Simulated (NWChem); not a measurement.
All runs are NWChem calculations. System: HGa, charge 1, spin multiplicity 2, at the geometry of a parent with another charge or spin, in a state set for the comparison that need not be this species' ground state. Its SCF solution wasn't tested for a lower state. Level: PBE/x2c-SVPall-2c, spin-orbit ZORA.

NWChem printed:

```
             Northwest Computational Chemistry Package (NWChem) 7.3.0
             --------------------------------------------------------

                                NWChem Input Module
                                -------------------

 Scaling coordinates for geometry "geometry" by  1.889725989
 (inverse scale =  0.529177249)

                             Geometry "geometry" -> ""
                             -------------------------

 Output coordinates in angstroms (scale by  1.889725989 to convert to a.u.)

  No.       Tag          Charge          X              Y              Z
 ---- ---------------- ---------- -------------- -------------- --------------
    1 Ga                  31.0000     0.00000000     0.00000000     0.05285800
    2 H                    1.0000     0.00000000     0.00000000    -1.63858500

 Effective nuclear repulsion energy (a.u.)       9.6985205644

            Nuclear Dipole moment (a.u.)
            ----------------------------
        X                 Y               Z
 ---------------- ---------------- ----------------
     0.0000000000     0.0000000000     0.0000245664


 Summary of "ao basis" -> "" (spherical)
 ------------------------------------------------------------------------------
       Tag                 Description            Shells   Functions and Types
 ---------------- ------------------------------  ------  ---------------------
 *                       x2c-svpall-2c                on all atoms

  pbe96 is a nonlocal functional; adding pw91lda local functional.

                                 NWChem DFT Module
                                 -----------------

 Summary of "ao basis" -> "ao basis" (spherical)
 ------------------------------------------------------------------------------
       Tag                 Description            Shells   Functions and Types
 ---------------- ------------------------------  ------  ---------------------
 Ga                      x2c-svpall-2c              14       38   5s6p3d
 H                       x2c-svpall-2c               3        5   2s1p

 Summary of "ao basis" -> "ao basis" (spherical)
 ------------------------------------------------------------------------------
       Tag                 Description            Shells   Functions and Types
 ---------------- ------------------------------  ------  ---------------------
 Ga                      x2c-svpall-2c              14       38   5s6p3d
 H                       x2c-svpall-2c               3        5   2s1p

            General Information
            -------------------
          SCF calculation type: DFT
          Wavefunction type:  spin polarized.
          No. of atoms     :     2
          No. of electrons :    31
           Alpha electrons :    16
            Beta electrons :    15
          Charge           :     1
          Spin multiplicity:     2
          Use of symmetry is: off; symmetry adaption is: off
          Maximum number of iterations: 100
          AO basis - number of functions:    43
                     number of shells:    17
          Convergence on energy requested:  1.00D-06
          Convergence on density requested:  1.00D-05
          Convergence on gradient requested:  5.00D-04

              XC Information
              --------------
          PerdewBurkeErnzerhof Exchange Functional  1.000
            Perdew 1991 LDA Correlation Functional  1.000 local
           PerdewBurkeErnz. Correlation Functional  1.000 non-local

             Grid Information
             ----------------
          Grid used for XC integration:  fine
          Radial quadrature: Mura-Knowles
          Angular quadrature: Lebedev.
          Tag              B.-S. Rad. Rad. Pts. Rad. Cut. Ang. Pts.
          ---              ---------- --------- --------- ---------
          Ga                  1.30      140           8.0       974
          H                   0.35       60           8.0       590
          Grid pruning is: on
          Number of quadrature shells:   200
          Spatial weights used:  Erf1

          Convergence Information
          -----------------------
          Convergence aids based upon iterative change in
          total energy or number of iterations.
[...]
                                                     1.08D-03  2.01D-03
 d= 0,ls=0.0,diis     7  -1952.2236281111 -7.29D-04  4.44D-05  1.59D-05     5.0
                                                     2.76D-05  1.59D-05
 d= 0,ls=0.0,diis     8  -1952.2236299123 -1.80D-06  7.15D-06  3.44D-07     5.4
                                                     1.85D-05  3.44D-07
 d= 0,ls=0.0,diis     9  -1952.2236300100 -9.77D-08  2.28D-06  1.32D-08     5.8
                                                     1.85D-06  1.32D-08
  zoraso: enough mem for repl

      Total SO-DFT energy =    -1952.223630013372
      One electron energy =    -2725.592766826638
           Coulomb energy =      839.580214029345
    Exchange-Corr. energy =      -75.909597780467
 Nuclear repulsion energy =        9.698520564388

       Scaling correction =       10.541362156943

 Numeric. integr. density =       30.999999572084

     Total iterative time =      4.1s

                       DFT Final Molecular Orbital Analysis
                       ------------------------------------

 Vector   29  Occ=1.000000D+00  E=-6.654340D-01
              MO Center= -6.7D-09, -2.4D-09, -6.5D-01, r^2= 1.6D+00
  Bfn.         Coefficient        Function           Bfn.         Coefficient        Function
  ----     -------------------  ------------         ----     -------------------  ------------
     4     0.772430   0.000000  1 Ga s                  3    -0.412785  -0.000000  1 Ga s
    39     0.335859   0.000000  2 H  s                 40     0.115568   0.000000  2 H  s
    17    -0.094585  -0.000000  1 Ga pz                 2     0.089982   0.000000  1 Ga s
    26    -0.072038   0.000000  1 Ga d  0               5     0.059685  -0.000000  1 Ga s
    11     0.053712  -0.000000  1 Ga pz                 1    -0.032095  -0.000000  1 Ga s

 Vector   30  Occ=1.000000D+00  E=-6.322400D-01
              MO Center=  1.1D-12,  1.2D-12, -5.7D-07, r^2= 5.0D-06
  Bfn.         Coefficient        Function           Bfn.         Coefficient        Function
  ----     -------------------  ------------         ----     -------------------  ------------
    47     0.570439   0.636852  1 Ga s                 46    -0.300620  -0.335620  1 Ga s
    82     0.156395   0.174603  2 H  s                 60    -0.083874  -0.093639  1 Ga pz
    45     0.065173   0.072761  1 Ga s                 48     0.057186   0.063844  1 Ga s
    83     0.043638   0.048718  2 H  s                 54     0.041706   0.046562  1 Ga pz
    69    -0.030439  -0.033983  1 Ga d  0              63    -0.028809  -0.032163  1 Ga pz

 Vector   31  Occ=1.000000D+00  E=-5.010188D-01
              MO Center= -1.8D-08, -1.8D-09, -2.3D-01, r^2= 2.5D+00
  Bfn.         Coefficient        Function           Bfn.         Coefficient        Function
  ----     -------------------  ------------         ----     -------------------  ------------
     4    -0.625732   0.000000  1 Ga s                 39     0.416505   0.000000  2 H  s
    17    -0.340686  -0.000000  1 Ga pz                 3     0.299253  -0.000000  1 Ga s
    40     0.279037   0.000000  2 H  s                 11     0.165539   0.000000  1 Ga pz
     5    -0.160259  -0.000000  1 Ga s                 20    -0.140537   0.000000  1 Ga pz
    26    -0.071188  -0.000000  1 Ga d  0               8    -0.065317  -0.000000  1 Ga pz

 Vector   32  Occ=0.000000D+00  E=-4.343976D-01
              MO Center= -6.1D-12, -2.2D-11,  3.6D-06, r^2= 5.4D-04
  Bfn.         Coefficient        Function           Bfn.         Coefficient        Function
  ----     -------------------  ------------         ----     -------------------  ------------
    47    -0.201599  -0.483853  1 Ga s                 60    -0.144623  -0.347104  1 Ga pz
    82     0.143686   0.344856  2 H  s                 83     0.107266   0.257447  2 H  s
    46     0.095261   0.228632  1 Ga s                 63    -0.072769  -0.174651  1 Ga pz
    54     0.068949   0.165483  1 Ga pz                48    -0.057378  -0.137712  1 Ga s
    69    -0.030915  -0.074198  1 Ga d  0              51    -0.027738  -0.066572  1 Ga pz

 Vector   33  Occ=0.000000D+00  E=-3.468604D-01
              MO Center=  1.6D-08,  9.9D-10,  2.2D-02, r^2= 1.4D+00
  Bfn.         Coefficient        Function           Bfn.         Coefficient        Function
  ----     -------------------  ------------         ----     -------------------  ------------
    16    -0.106538   0.420596  1 Ga py                15    -0.420596  -0.106537  1 Ga px
    19    -0.092521   0.365262  1 Ga py                18    -0.365262  -0.092521  1 Ga px
    10     0.045748  -0.180609  1 Ga py                 9     0.180609   0.045748  1 Ga px
     7    -0.013969   0.055147  1 Ga py                 6    -0.055147  -0.013969  1 Ga px
    51    -0.033115  -0.008388  1 Ga pz                57    -0.031868  -0.008072  1 Ga pz

 Vector   34  Occ=0.000000D+00  E=-3.427868D-01
              MO Center=  1.6D-08,  1.8D-09,  2.2D-02, r^2= 1.4D+00
  Bfn.         Coefficient        Function           Bfn.         Coefficient        Function
  ----     -------------------  ------------         ----     -------------------  ------------
    15    -0.404280   0.132130  1 Ga px                16    -0.132129  -0.404281  1 Ga py
    18    -0.366914   0.119918  1 Ga px                19    -0.119917  -0.366914  1 Ga py
     9     0.183129  -0.059852  1 Ga px                10     0.059851   0.183129  1 Ga py
     6    -0.085377   0.027904  1 Ga px                 7    -0.027904  -0.085377  1 Ga py

   alpha - beta orbital overlaps
   -----------------------------

   alpha      1      2      3      4      5      6      7      8      9     10
    beta      1      2      3      4      4      6      7      8      9     10
 overlap   1.130  1.345  1.382  0.707  0.064  0.595  0.595  0.596  1.124  1.124

   alpha     11     12     13     14     15     16     17     18     19     20
    beta     11      6      7      8      9     10      4      9     10      4
 overlap   1.125  0.218  0.218  0.218  0.021  0.021  0.052  0.004  0.004  0.009

   alpha     21     22     23     24     25     26     27     28     29     30
    beta      9     10     11     24     25     26     27     28     24     25
 overlap   0.013  0.013  0.014  0.701  0.701  0.697  0.701  0.701  0.243  0.243

   alpha     31     32     33     34     35     36     37     38     39     40
    beta     26     27     28     24     25     26     27     28      4      4
 overlap   0.242  0.243  0.243  0.042  0.044  0.043  0.044  0.042  0.251  0.075

   alpha     41     42     43
    beta     27     25      4
 overlap   0.003  0.003  0.014

     --------------------------
     Expectation value of S2:
     --------------------------
      <S2> =      0.7577 (Exact =     0.7500)

     Multipole analysis of the density
     ---------------------------------

     L   x y z        total         alpha         beta         nuclear
     -   - - -        -----         -----         ----         -------
     0   0 0 0      1.000000    -15.999862    -15.000138     32.000000

     1   1 0 0      0.000000      0.000000      0.000000      0.000000
     1   0 1 0     -0.000000     -0.000000     -0.000000      0.000000
     1   0 0 1     -0.156311      0.288569     -0.444905      0.000025

     2   2 0 0     -8.868107     -5.078893     -3.789214      0.000000
     2   1 1 0     -0.000000     -0.000000     -0.000000      0.000000
     2   1 0 1      0.000000      0.000000      0.000000      0.000000
     2   0 2 0     -8.868107     -5.078893     -3.789214      0.000000
     2   0 1 1      0.000000      0.000000     -0.000000      0.000000
     2   0 0 2     -8.801882    -13.027879     -5.671472      9.897468

 Task  times  cpu:        6.2s     wall:        6.2s

 Total times  cpu:        6.2s     wall:        6.2s
```

Q: Write an NWChem input that would produce this output.

A: Several could match; the one computed here: 
```
start mol
memory heap 200 mb stack 900 mb global 1100 mb
charge 1
geometry units angstroms nocenter noautoz noautosym
  Ga     0.000000     0.000000     0.052858
  H      0.000000     0.000000    -1.638585
end
basis spherical
  * library x2c-svpall-2c
end
relativistic
  zora on
end
dft
  xc xpbe96 cpbe96
  odft
  mult 2
  semidirect memsize 60000000 filesize 0
  iterations 100
  grid fine
end
task sodft energy
```
